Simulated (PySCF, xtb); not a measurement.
CCuO, SMILES O=[C+][Cu], charge +1, multiplicity 1.

Harmonic wavenumbers (cm⁻¹) from GFN2-xTB (xtb) at its own minimum, in rising order: 237, 237, 273, 2296.

Q: What does ωB97X-D3(BJ)/def2-TZVP in PySCF give at its own minimum? (The exact figures need the calculation; the answer reports its results.)

A: 284, 284, 341, 2353. Paired by order, the mean absolute difference is 55 cm⁻¹ and the zero-point energies are 4.4 and 4.7 kcal/mol.
